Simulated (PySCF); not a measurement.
SMILES [SiH3]Oc1sc(C)cc1 (C5H8OSSi), singlet (GFN2-xTB optimised geometry):

```
16

C      3.235    -0.732     0.000
C      1.748    -0.732     0.000
C      0.896    -1.787    -0.001
C     -0.472    -1.423    -0.002
C     -0.657    -0.077    -0.002
O     -1.818     0.567    -0.004
Si    -2.175     2.160     0.003
S      0.864     0.772     0.000
H      3.621    -0.211     0.875
H      3.621    -0.227    -0.885
H      3.602    -1.755     0.009
H      1.229    -2.809    -0.001
H     -1.285    -2.125    -0.003
H     -1.641     2.788     1.212
H     -3.621     2.032    -0.023
H     -1.600     2.809    -1.175
```

Computed with CAM-B3LYP/def2-TZVP (PySCF).

**Question.** What are the frontier orbital energies and the dipole moment?

**Answer.** HOMO-2 -10.42 eV, HOMO-1 -8.42 eV, HOMO -7.15 eV, LUMO 0.73 eV, LUMO+1 1.01 eV; dipole moment 0.58 D.

Meta-Löwdin charges at CAM-B3LYP/def2-TZVP: C1 -0.34, C2 -0.11, C3 -0.15, C4 -0.21, C5 0.10, O6 -0.55, Si7 0.78, S8 0.20, H9 0.12, H10 0.12, H11 0.13, H12 0.12, H13 0.13, H14 -0.12, H15 -0.10, H16 -0.12.
